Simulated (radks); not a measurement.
Numerical settings for the mercury ion Hg+, [Xe] 4f14 5d10 6s1. Calculated with a radial shooting solver on a logarithmic mesh with Libxc functionals: scalar-relativistic Kohn-Sham, r2SCAN, spin-polarised, spherical densities, finite nucleus; open shells are filled with parallel spins first (spin-orbit coupling, left out, can overturn this in heavy ions); meta-GGA in the generalised Kohn-Sham scheme; Fermi nuclear charge, rms radius 5.4648 fm. The defaults (mesh step 0.008 in ln r, mesh end at 40 bohr or more with all orbitals vanishing there, Anderson mixing 0.5 over 9 steps, residual threshold near 1e-9 with the energy settled to 1e-9 hartree or 1e-11 of itself, here a cap of 57 iterations) give E = -19619.862 hartree and 6s at -15.405 eV in 11 iterations. Run on one thread of a shared host, so times are rough (Arm Neoverse V2): 0.23 s of CPU time, 0.23 s wall, 11 iterations on 2360 mesh points. Changes against that run (0 stands for a change within the tolerance of the run):

setting	iterations	converged	E (mhartree)	e(6s) (meV)	CPU (s)
mesh step in ln r 0.02	11	yes	-0.155	0	0.1
mesh step in ln r 0.03	11	yes	-0.977	-0.0069	0.07
mesh step in ln r 0.003	14	yes	0	-0.087	0.71
mesh end (bohr) 5	12	yes	+23.2	+722	0.23
mesh end (bohr) 1	11	level above zero	+2.85e+05	+1.24e+06	0.19
residual threshold 1e-16	57	no	0	-0.0803	0.54
residual threshold 1e-13	57	no	0	-0.0803	0.54
mixing 0.01	19	yes	0	-0.0987	0.37
linear mixing, mixing 0.05	57	no	+69.4	-321	1.1
linear mixing, mixing 0.2	57	no	+0.00547	-0.0615	0.9
mixing history 2	15	yes	0	-0.0198	0.29
iteration cap 5	5	no	+8.12	+56.1	0.12

Settled on a wrong energy, with an occupied level pushed above zero by the early mesh end: mesh end (bohr) 1 (+285 hartree). Apart from these: settings that end as converged yet miss the energy by more than 1 mhartree: mesh end (bohr) 5 (+0.0232 hartree). A mesh that ends early acts as a hard wall.
